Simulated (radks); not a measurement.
The numbers below are computed, except where a source is named.
Question: Radial electron density D(r) = 4 pi r^2 rho(r) of an atom or ion with 61 electrons. Code: a radial shooting solver on a logarithmic mesh with Libxc functionals. Model: Dirac Kohn-Sham, PBEsol, spin-unpolarised, spherical densities, point nucleus.

```
   r/bohr * D(r) (the largest magnitude, 113, reaches the edge; | marks zero)
 0.001577 |   *
 0.001807 |    *
 0.002087 |      *
 0.002391 |       *
 0.002739 |         *
 0.003163 |           *
 0.003624 |             *
 0.004152 |                *
 0.004795 |                   *
 0.005494 |                      *
 0.006294 |                          *
 0.007269 |                              *
 0.008328 |                                 *
 0.009618 |                                    *
  0.01102 |                                       *
  0.01262 |                                         *
  0.01458 |                                          *
   0.0167 |                                         *
  0.01914 |                                        *
   0.0221 |                                       *
  0.02532 |                                     *
  0.02901 |                                     *
   0.0335 |                                     *
  0.03838 |                                        *
  0.04433 |                                            *
  0.05079 |                                                *
  0.05818 |                                                    *
   0.0672 |                                                      *
  0.07698 |                                                     *
   0.0882 |                                                 *
   0.1019 |                                            *
   0.1167 |                                         *
   0.1348 |                                         *
   0.1544 |                                            *
   0.1769 |                                               *
   0.2043 |                                               *
   0.2341 |                                         *
   0.2682 |                                *
   0.3097 |                       *
   0.3548 |                    *
   0.4065 |                    *
   0.4695 |                      *
   0.5379 |                       *
   0.6212 |                    *
   0.7117 |                *
   0.8153 |           *
   0.9416 |       *
    1.079 |      *
    1.236 |     *
    1.427 |   *
    1.635 |  *
    1.874 | *
    2.164 |*
    2.479 |*
    2.863 *
     3.28 *
    3.758 *
     4.34 *
    4.972 *
```

What is the nuclear charge?

Answer: Z = 64. The innermost maximum, from 1s, lies near gamma/Z bohr with gamma = sqrt(1 - (Z/c)^2) = 0.884, here 0.0138 bohr (found: 0.0153), and its height grows with Z. The density is that of the gadolinium ion Gd3+ in [Xe] 4f7; the configuration itself is not fixed sharply by these data, and Z only to a few units. D(r) has 4 maxima, at r = 0.0153, 0.0677, 0.189, 0.517 bohr, and minima at 0.0295, 0.123, 0.372 bohr, inside which lie 2.02, 11.15, 29.39 electrons.
